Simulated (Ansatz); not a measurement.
`CCSSC` + `B1N[SiH2]1` → `CN1B[SiH2]1` + `CSSC` at 298.15 K and 1 bar (substitution at a C–C bond).

Gas-phase electronic energies from Ansatz, PBE0-D4/def2-TZVP geometries. CBS: MP2 limit from def2 TZ/QZ plus the TZ coupled-cluster correction, frozen cores. Each species was taken in one conformer, which may not be the lowest.

| species | CCSD(T)/CBS energy (Eh) | H − E (kJ/mol) | S (J/(mol·K)) |
| --- | --- | --- | --- |
| `CCSSC` | -914.53322 | 301.2 | 361.0 |
| `B1N[SiH2]1` | -370.97252 | 130.3 | 266.7 |
| `CN1B[SiH2]1` | -410.22579 | 208.6 | 303.6 |
| `CSSC` | -875.26995 | 222.6 | 326.6 |

H − E and S are ideal-gas, rigid-rotor, harmonic terms from PBE0-D4/def2-TZVP, for one conformer and one mirror image of each species. 1 Eh = 2625.50 kJ/mol, R = 8.31446 J/(mol·K).

Q: By hand: ΔE, ΔH, ΔS and ΔG.

A: ΔE = (-410.22579) + (-875.26995) − (-914.53322) − (-370.97252) = 0.01000 Eh = 26.3 kJ/mol. Δ(H − E) = 208.6 + 222.6 − 301.2 − 130.3 = -0.3, so ΔH = 26.0 kJ/mol. ΔS = 303.6 + 326.6 − 361.0 − 266.7 = 2.5 J/(mol·K). ΔG = 26.0 − 298.15 × (2.5)/1000 = 25.3 kJ/mol.

Q: By hand: the equilibrium constant, and the temperature at which ΔG would vanish if ΔH and ΔS stayed fixed.

A: log₁₀ K = −ΔG/(RT ln 10) = -4.4. ΔG = 0 at ΔH/ΔS = 10400 K, far beyond where these terms or the molecules hold.

The number of gas molecules stays the same, so ΔS is small and ΔH decides. A doubt of 5 kJ/mol in ΔE shifts log₁₀ K by 0.9 here. Other conformers and mirror images would add mixing entropy, several J/(mol·K) or more a flexible species. These are equilibria of isolated gas molecules and say nothing of rates. Largest T1 diagnostic: 0.014 (customary marks: 0.02 for closed shells, 0.045 for open ones).
